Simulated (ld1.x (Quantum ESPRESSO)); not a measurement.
**Reading a pseudo-wave (Ce (Z = 58))**

Columns: radius, all-electron u(r) and pseudo u(r) of the 5p shell (level -23.22 eV) of cerium in the configuration [Kr] 4d10 4f1 5s2 5p6 5d1 6s2 6p0; PBE, scalar-relativistic, TM scheme, ld1.x (Quantum ESPRESSO) 7.5.

```tsv
r (bohr)	all-electron	pseudo
0.123	-0.0886	-0.0077
0.245	-0.2421	-0.0309
0.368	0.1829	-0.0707
0.490	0.4416	-0.1275
0.613	0.3959	-0.2033
0.735	0.1662	-0.2971
0.858	-0.1212	-0.4081
0.980	-0.3848	-0.5283
1.103	-0.5953	-0.6487
1.225	-0.7421	-0.7533
1.348	-0.8321	-0.8304
1.470	-0.8733	-0.8712
1.593	-0.8774	-0.8767
1.715	-0.8540	-0.8540
1.838	-0.8116	-0.8116
1.960	-0.7579	-0.7579
2.083	-0.6975	-0.6975
2.205	-0.6352	-0.6352
2.328	-0.5729	-0.5729
2.450	-0.5134	-0.5134
2.573	-0.4569	-0.4569
2.695	-0.4051	-0.4051
2.818	-0.3574	-0.3574
2.940	-0.3145	-0.3145
3.063	-0.2758	-0.2758
3.185	-0.2415	-0.2415
```

Q: How many radial nodes do the two functions have?

A: The all-electron 5p function has n − l − 1 = 3 (the table is too coarse to show those close to the nucleus); the pseudo-wave has 0, since the states of the same l below it are removed with the core.

Q: At about which radius was the pseudo-wave matched?

A: 1.85 bohr. The columns agree to 0.0005 from 1.72 bohr on; several derivatives are matched, so the curves merge somewhat inside the radius.

Q: Is the pseudo-wave norm-conserving?

A: Yes: the TM scheme keeps the norm inside the radius equal to the all-electron one, which fixes the energy derivative of the logarithmic derivative at the level.
